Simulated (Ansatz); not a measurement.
Gas-phase electronic energies from Ansatz, PBE0-D4/def2-TZVP geometries. CCSD(T)/CBS is the MP2 limit (def2-TZVPP, def2-QZVPP) plus CCSD(T) − MP2 in def2-TZVPP, frozen cores. DFT in def2-TZVPP. For Ga outer-core shells are correlated without core-valence functions, which leaves a few kJ/mol of doubt a bond. Scalar relativity is left out up to krypton. Each species was taken in one conformer, which may not be the lowest.

`[OH][Ga]([Cl])[O][SiH3]` + `OC(F)[SiH3]` → `[OH][Ga]([OH])[Cl]` + `FC([SiH3])O[SiH3]`  (redistribution)

```csv
level,ΔE (kJ/mol)
r2SCAN-D4,15.3
PBE,13.0
HF/def2-QZVPP,24.2
SCS-MP2/def2-QZVPP,17.5
```

Problem. What does CCSD(T)/CBS give? (Best estimate.)

Solution. The calculation gave: +16.5 kJ/mol. The listed levels differ from it by -1.2, -3.5, 7.7, 1.0 kJ/mol.

Largest T1 diagnostic among the species: 0.013.

From PBE to PBE0 (25 % exact exchange), in def2-TZVPP and without D4, ΔE moves by +3.4 kJ/mol. In def2-TZVPP, CCSD(T) changes the Hartree–Fock value by −6.4 kJ/mol (the triples alone add −1.1 kJ/mol) and MP2 by −7.1 kJ/mol.
